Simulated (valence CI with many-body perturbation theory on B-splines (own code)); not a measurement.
Run record, Au58+

Computed by configuration interaction combined with many-body perturbation theory (CI+MBPT): three valence electrons over a frozen Dirac-Fock core [Ar], radial functions for each j: 7 s, 7 p, 8 d, 6 f, 4 g, 1 h, with the one-electron correlation potential Σ1 (screened to all orders), the two-electron term Σ2, the three-electron term Σ3, Breit, model QED; selected single and double excitations, second order for the rest, scaled by the run's own slope (own B-spline code, finite nucleus).

Command, and the settings that its task file holds:

```sh
python run_cv.py task.json out
```

```
atom Au  Z=79  mass_number=197  rms_radius_fm=5.4371
core [Ar]
valence 3d3
avg = 1
basis = M
beyond = 1
breit = 1
cap = 32000
capref = 2200
cscale = 1
de = 0.0
dress = 0
eps = 2e-08
extrap = 1
h = 0.27
hh = 1
l2 = 3
lcore = 6
maxit = 60
n2 = 5
natural = 1
nlev = 190
nno = [4, 4, 5, 4, 3, 1]
nroot = 40
nsp = [3, 3, 3, 2, 1, 0]
pt2 = 1
qed = 1
rpa = 1
s1 = 1
s2 = 1
s3 = 1
screen = 1
tol = 2e-05
whole = 1
```

It took 17 s on 1 thread of Intel(R) Xeon(R) Processor @ 2.30GHz (shared host).

Log. The first blocks belong to the next ion, which gives the ionisation energy. Fields: 2J, parity (1 odd), roots, reference size, generating configurations, candidates as configurations/state functions, variational space P, stored matrix elements, Davidson steps; e2 is the range of second-order energies in hartree. The first line gives the box (bohr), its intervals, the orbitals and the steps of their self-consistent field. Window is the range of levels sought, series limit the energy at which the first omitted orbital would enter, core excitation an estimate of the first excitation out of the core, left out the lowest levels not solved, and shifts from estimates the range by which levels moved from their first estimate, all in cm⁻¹.

```
rmax 1.9 intervals 55 orbitals 59 references ['3d3', '3d2 4s', '3d2 4p'] scf 2 t 1.0
2J=4 par=0 roots 2 ref 45 generators 2 cand 637/637 P 581/581 nnz 0 it 0
2J=4 par=0 roots 2 ref 45 generators 3 cand 101/101 P 653/653 nnz 0 it 0
   second order: generators 3 cand 29/29 e2 -0.00000 -0.00000
2J=0 par=0 roots 2 ref 17 generators 2 cand 203/203 P 220/220 nnz 0 it 0
   second order: generators 2 cand 0/0 e2 -0.00000 -0.00000
reference levels 921, estimated 19, window 2622083 1/cm; series limit 36831851, core excitation 2554213
2J=3 par=0 roots 5 ref 90 generators 4 cand 743/1602 P 1347/3495 nnz 3.3e+06 it 4
2J=3 par=0 roots 5 ref 90 generators 4 cand 352/695 P 1524/3915 nnz 4.1e+06 it 4
   second order: generators 5 cand 995/2401 e2 -0.00000 -0.00000
2J=5 par=0 roots 5 ref 102 generators 3 cand 959/2502 P 1341/4088 nnz 4.5e+06 it 4
2J=5 par=0 roots 5 ref 102 generators 3 cand 410/1015 P 1562/4695 nnz 5.9e+06 it 4
   second order: generators 4 cand 1008/2538 e2 -0.00000 -0.00000
2J=9 par=0 roots 3 ref 68 generators 3 cand 672/1711 P 1126/3323 nnz 3.2e+06 it 4
2J=9 par=0 roots 3 ref 68 generators 3 cand 408/955 P 1315/3854 nnz 4.2e+06 it 4
   second order: generators 3 cand 219/424 e2 -0.00000 -0.00000
2J=7 par=0 roots 3 ref 89 generators 2 cand 886/2444 P 1244/3797 nnz 4e+06 it 3
2J=7 par=0 roots 3 ref 89 generators 2 cand 450/1236 P 1491/4530 nnz 5.6e+06 it 4
   second order: generators 2 cand 203/503 e2 -0.00000 -0.00000
2J=1 par=0 roots 2 ref 54 generators 2 cand 538/834 P 1159/1882 nnz 0 it 4
2J=1 par=0 roots 2 ref 54 generators 2 cand 325/485 P 1316/2144 nnz 0 it 4
   second order: generators 2 cand 168/223 e2 -0.00000 -0.00000
2J=11 par=0 roots 1 ref 37 generators 1 cand 620/1431 P 817/2164 nnz 0 it 4
2J=11 par=0 roots 1 ref 37 generators 1 cand 449/988 P 979/2579 nnz 2e+06 it 3
   second order: generators 1 cand 287/573 e2 -0.00000 -0.00000
left out: unestimated 19065539, estimated none, shifts from estimates -1 to 4
operators 1.2
```

The Davidson iterations converged.

No measured spectrum was set against this ion. As an estimate, large intervals hold to a few tenths of a per cent, small ones and those within an open d or f shell to about a per cent. Excitations out of the core, of the other parity, are not computed and may begin above about 253 eV (a cautious bound); beyond it only levels of the ground parity were kept, without lifetimes. Only levels of the ground parity were solved; by the run's estimate the other parity begins above the list, which can be wrong where configurations are misplaced.

* Valence energy: -678.3248 hartree
* Ionisation energy: 5995 eV (NIST: 5994 ± 6 eV (theoretical))
* Reference configurations for the orbitals: 3d3, 3d2 4s, 3d2 4p
* Radial orbitals: 59
* Box radius: 1.942 bohr
* Largest variational space: 4695
* Lowest levels: (3d3/2^3) J=3/2 0, (3d3/2^2 3d5/2) J=5/2 [a] 739580, (3d3/2^2 3d5/2) J=3/2 793570, (3d3/2^2 3d5/2) J=9/2 824000, (3d3/2^2 3d5/2) J=7/2 828370, (3d3/2^2 3d5/2) J=1/2 841050, (3d3/2^2 3d5/2) J=5/2 [b] 1052400, (3d3/2 3d5/2^2) J=7/2 [a] 1553600, (3d3/2 3d5/2^2) J=9/2 1594700, (3d3/2 3d5/2^2) J=3/2 [a] 1642100, (3d3/2 3d5/2^2) J=1/2 1668100, (3d3/2 3d5/2^2) J=11/2 1676100, (3d3/2 3d5/2^2) J=5/2 [a] 1678100, (3d3/2 3d5/2^2) J=7/2 [b] 1760000 cm⁻¹

Levels are named by their leading jj configuration (3d3/2^4 stands for four electrons in 3d with j = 3/2), which in mixed levels can hold well under half, so a name can repeat and another be missing. Letters in brackets count levels of one name in rising energy.
